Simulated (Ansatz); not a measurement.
Method: frozen-core CCSD(T)/cc-pVTZ // PBE-D3(BJ)/def2-TZVP run with Ansatz (a quantum-chemistry and plane-wave program).

Ansatz 0.2 input:
```yaml
crystal:
  periodic: [false, false, false]
  atoms:
    - { symbol: F, position_ang: [1.930003, 1.533754, 0.886468] }
    - { symbol: Si, position_ang: [1.895603, 0.39478, -0.275337] }
    - { symbol: Si, position_ang: [0.02549, -0.987163, 0.053445] }
    - { symbol: Si, position_ang: [-1.93092, 0.297176, 0.220763] }
    - { symbol: H, position_ang: [1.809449, 1.096449, -1.594484] }
    - { symbol: H, position_ang: [3.187558, -0.357291, -0.206397] }
    - { symbol: H, position_ang: [0.210279, -1.822477, 1.283936] }
    - { symbol: H, position_ang: [-0.061816, -1.906396, -1.12952] }
    - { symbol: H, position_ang: [-3.134841, -0.581178, 0.358731] }
    - { symbol: H, position_ang: [-1.847226, 1.197157, 1.411914] }
    - { symbol: H, position_ang: [-2.083578, 1.135186, -1.009518] }
basis:
  gaussian: { orbitals: cc-pVTZ }
correlation:
  method: ccsd_t
```

Output:

```
Functional definition: HF
1326 factors; integrals over basis functions are off by at most 1.1e-3 eV
mean field evaluation 1: about -26404.2250 eV, gradient 2.9e1 eV
mean field evaluation 2: about -26404.4654 eV, gradient 3.0e1 eV
mean field evaluation 4: about -26407.0313 eV, gradient 3.4e0 eV
mean field evaluation 8: about -26407.0998 eV, gradient 1.5e-1 eV
mean field evaluation 16: about -26406.1896 eV, gradient 1.8e1 eV
mean field -26407.09997643 eV, -970.4430247584 hartree, gradient 7.7e-6 eV, S^2 0.000000; 0 other end points of the search recorded, 0 dependent functions left out
16 core orbitals not correlated
reference -26407.09997643 eV, -970.4430247584 hartree; 13, 13 occupied and 201, 201 virtual orbitals, 1326 factors
second order -17.10367344 eV of doubles, -0.00000000 eV of singles
cycle   1  -18.14642356 eV  change    -1.0e0 eV  update   1.0e-1
cycle   2  -18.69697801 eV  change   -5.5e-1 eV  update   3.3e-2
cycle   3  -18.79994547 eV  change   -1.0e-1 eV  update   1.6e-2
cycle   4  -18.78936336 eV  change    1.1e-2 eV  update   4.0e-3
cycle   5  -18.78770400 eV  change    1.7e-3 eV  update   1.5e-3
cycle   6  -18.78774159 eV  change   -3.8e-5 eV  update   4.5e-4
cycle   7  -18.78742025 eV  change    3.2e-4 eV  update   1.5e-4
cycle   8  -18.78739029 eV  change    3.0e-5 eV  update   4.6e-5
cycle   9  -18.78742247 eV  change   -3.2e-5 eV  update   1.9e-5
perturbative correction -0.60049123 eV, -0.0220676456 hartree
Total energy: -26426.48789012 eV, -971.1555174451 hartree
```

Cost: about 5 core-minutes (a rough figure).
